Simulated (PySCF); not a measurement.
Orbital picture of TiO

TPSS at R = 1.601 Å; Ti def2-TZVPPD, O def2-TZVPPD; no relativity (PySCF 2.14). State: ³Δ (triplet), unpaired electrons σ ↑, δ ↑. Only the outer orbitals are listed, counted within each symmetry.

| spin | orbital | occ. | ε (eV) | on Ti (%) | main shells (%) |
| --- | --- | --- | --- | --- | --- |
| α | 7σ | 1 | -21.53 | 9 | 91 O s |
| α | 3π | 1 | -7.70 | 27 | 73 O p, 24 Ti d |
| α | 3π | 1 | -7.70 | 27 | 73 O p, 24 Ti d |
| α | 8σ | 1 | -7.68 | 28 | 66 O p, 27 Ti d |
| α | 1δ | 1 | -4.39 | 100 | 100 Ti d |
| α | 9σ | 1 | -4.29 | 93 | 72 Ti s, 10 Ti p, 10 Ti d |
| α | 1δ | 0 | -2.90 | 100 | 100 Ti d |
| α | 4π | 0 | -2.44 | 86 | 51 Ti d, 36 Ti p, 13 O p |
| α | 4π | 0 | -2.44 | 86 | 51 Ti d, 36 Ti p, 13 O p |
| β | 2π | 1 | -36.77 | 100 | 100 Ti p |
| β | 2π | 1 | -36.77 | 100 | 100 Ti p |
| β | 7σ | 1 | -21.67 | 9 | 92 O s |
| β | 3π | 1 | -7.70 | 21 | 78 O p, 19 Ti d |
| β | 3π | 1 | -7.70 | 21 | 78 O p, 19 Ti d |
| β | 8σ | 1 | -7.59 | 23 | 73 O p, 21 Ti d |
| β | 9σ | 0 | -2.95 | 109 | 100 Ti s |
| β | 1δ | 0 | -2.46 | 100 | 100 Ti d |
| β | 1δ | 0 | -1.80 | 100 | 100 Ti d |

Which are the highest filled and the lowest empty level, where do they sit, and how wide is the gap?

Highest filled α 9σ at -4.29 eV (in %: 72 Ti s, 10 Ti p, 10 Ti d); lowest empty β 9σ at -2.95 eV (in %: 100 Ti s); the gap at TPSS is 1.34 eV.

```
bond order (Mayer)                              : 2.40
⟨S²⟩                                            : 2.010
charge on Ti (Mulliken, basis-dependent)        : 0.58
charge on Ti (Löwdin, basis-dependent)          : 0.31
dipole moment (positive dipole means Ti(−)O(+)) : -3.26 D
```

Shares are Mulliken populations and can fall outside 0 to 100 %.

The state is the lowest single determinant that the PBE0 search found; with open d or f shells the true ground state can be another one.
